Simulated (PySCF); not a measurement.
C₆H₁₀, SMILES CC=C=CCC.

Geometry optimised at PBE0-D3(BJ)/def2-SVP. The structure was generated by enumeration; whether it is a known compound was not checked. The values are those of a single conformer.

These are SMD-B3LYP/6-31G* run with PySCF values and carry that method's errors.

Solvation free energies are E(SMD) − E(gas) at the gas-phase geometry, for 1 M in both phases. In vacuum the dipole moment is 0.20 D.

**Question.** Estimate the solvation free energies in water, 2-propanol, tetrahydrofuran. (An estimate is asked for; the answer gives what the named calculation found.)

**Answer.** 
```csv
solvent,ΔG(solv) (kcal/mol),its non-electrostatic (CDS) part,dipole (D)
water,1.4,3.8,0.23
2-propanol,-3.5,-1.1,0.23
tetrahydrofuran,-3.7,-1.7,0.23
```
